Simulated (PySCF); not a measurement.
C4H7ClSi. Atoms are numbered in the order given.

```xyz
13

C     -1.2155     1.9363    -0.9184
C     -0.9267     0.6343    -0.1987
Si    -2.2741    -0.6914    -0.1250
C      0.2230     0.3713     0.3779
C      1.3568     0.0740     0.9608
Cl     2.6746    -0.7312     0.1226
H     -1.4753     1.7437    -1.9730
H     -0.3526     2.6170    -0.8905
H     -2.0808     2.4471    -0.4635
H     -2.6607    -1.0831    -1.5133
H     -3.4850    -0.1309     0.5464
H     -1.7799    -1.8772     0.6231
H      1.5769     0.2979     2.0078
```
Charge 0, spin multiplicity 1.

Geometry optimised at B3LYP-D3(BJ)/def2-SVP. This is a generated structure with no PubChem entry under its InChIKey; it may be hypothetical.

Computed with PySCF with TDA-PBE/def2-SVPD.

Vertical excitations. Isolated molecule, no solvent.

Computed excitation energies, oscillator strengths and character:
```
state  energy (eV)  λ (nm)      f                                                               main pairs
-----  -----------  ------  -----  -----------------------------------------------------------------------
S1            4.22     294  0.000                                                           HOMO→LUMO 99 %
S2            5.53     224  0.016                     HOMO→LUMO+1 43 %, HOMO→LUMO+2 40 %, HOMO−1→LUMO 10 %
S3            5.64     220  0.007                                                         HOMO−2→LUMO 95 %
S4            5.77     215  0.001                                                       HOMO−1→LUMO+1 92 %
S5            5.83     213  0.005  HOMO→LUMO+2 43 %, HOMO−1→LUMO 25 %, HOMO→LUMO+1 11 %, HOMO−1→LUMO+1 7 %
S6            6.25     198  0.086                                                         HOMO→LUMO+3 95 %
S7            6.35     195  0.372   HOMO→LUMO+5 30 %, HOMO−1→LUMO 20 %, HOMO→LUMO+4 9 %, HOMO−2→LUMO+1 9 %
S8            6.38     194  0.098                    HOMO−2→LUMO+1 40 %, HOMO→LUMO+4 32 %, HOMO→LUMO+5 7 %
S9            6.40     194  0.002                    HOMO−2→LUMO+1 50 %, HOMO→LUMO+4 40 %, HOMO−3→LUMO 8 %
S10           6.45     192  0.001                     HOMO−3→LUMO 68 %, HOMO−4→LUMO 18 %, HOMO→LUMO+4 12 %
T1            3.79     327      0                                                          HOMO→LUMO 100 %
T2            4.08     304      0                                       HOMO−1→LUMO 81 %, HOMO→LUMO+1 15 %
T3            4.27     290      0                                       HOMO→LUMO+1 80 %, HOMO−1→LUMO 16 %
T4            5.32     233      0                                                         HOMO−2→LUMO 99 %
```
Triplets are in the Tamm–Dancoff approximation.
